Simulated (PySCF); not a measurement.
Harmonic spectrum computed at PBE0 in the def2-TZVP basis family (core potentials from Rb on, PySCF, no spin–orbit coupling):

```tsv
ω (cm⁻¹)	IR (km/mol)
468	6.1
1144	227
1187	26.4
```

Q: Which molecule gave it? In each, all ligands are bound to the one heavy central atom.
A. NbO₂⁺ (singlet)
B. VO₂⁺ (singlet)
C. MoO₂⁺ (doublet)
D. IO₂⁺ (singlet)

A: B. It has C2v symmetry with V–O 1.534 Å (×2).
